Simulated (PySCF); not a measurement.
iodine monochloride (ClI), singlet, geometry from GFN2-xTB (core potentials on I). Base run: PySCF with PBE0/def2-SVP, TDA.

The PySCF input:
```python
from pyscf import gto, scf, dft, tdscf

mol = gto.M(
    atom='''
Cl   -0.00000000   -0.00000000   -1.74625423
I     0.00000000    0.00000000    0.56011928
''',
    basis='def2-svp',
    ecp={'I': 'def2-svp'},
    verbose=4,
)

mf = dft.RKS(mol)
mf.xc = 'pbe0'
mf.kernel()
td = mf.TDA()
td.nstates = 5
td.kernel()
td.analyze(verbose=3)
```

Each row names what was changed in the base input (with any setting that the change needs).

| change | first excitation (eV) | oscillator strength of the first | second (eV) |
|---|---|---|---|
| base | 2.86 | 0.000 | 2.86 |
| functional = blyp | 2.67 | 0.000 | 2.67 |
| functional = wb97x | 2.95 | 0.000 | 2.95 |
| functional = lc_wpbe | 3.02 | 0.000 | 3.02 |
| functional = hf | 3.36 | 0.000 | 3.36 |
| functional = bhandhlyp | 2.99 | 0.000 | 2.99 |
| functional = m062x | 2.88 | 0.000 | 2.88 |
| basis = def2-SVPD | 2.76 | 0.000 | 2.76 |
| states = triplets | 2.01 | - | 2.01 |
| nstates = 15 | 2.86 | 0.000 | 2.86 |
| guess vectors = 13 for 5 states | 2.86 | 0.000 | 2.86 |

An iterative solver can miss low states, so a row lists the states that it found.
